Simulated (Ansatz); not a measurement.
## Worked example: CH2Br2 + CH2I2 → 2 CH2BrI

Species: CH2Br2 (dibromomethane) `BrCBr`, singlet; CH2I2 (diiodomethane) `ICI`, singlet; CH2BrI (bromoiodomethane) `BrCI`, singlet. The partners trade Br for I; both sit on C, so the bond types are kept.

Shapes, held fixed at every level: PBE0-D4/def2-TZVP. Programs: Ansatz 0.2.0. The zero-point and thermal change to 298 K, harmonic and unscaled (PBE0-D4/def2-TZVP), is 0.0 kJ/mol.

At CCSD(T)/def2-TZVPP; 1 Eh = 2625.50 kJ/mol:

| species | energy (Eh) |
| --- | --- |
| CH2Br2 | -5184.644088 |
| CH2I2 | -633.508921 |
| CH2BrI | -2909.076229 |

Q: Work out ΔH(298 K) of the reaction at this level.

A: 
1. Products less reactants: 2 × (-2909.076229) − [(-5184.644088) + (-633.508921)] = 0.000551 Eh = +1.4 kJ/mol.
2. With the thermal change: +1.4 + (0.0) = +1.4 kJ/mol.

Other levels give +1.0 (B3LYP-D4/def2-TZVPP) to +1.6 kJ/mol (HF/def2-SVP). No measured value is set beside it here. For atoms past krypton def2 sets carry core potentials with scalar relativity. Relativity is left out for Br. Outer-core shells of Br, I are correlated in most correlated rows, in sets that cover them unevenly. That is about zero within the method's error.
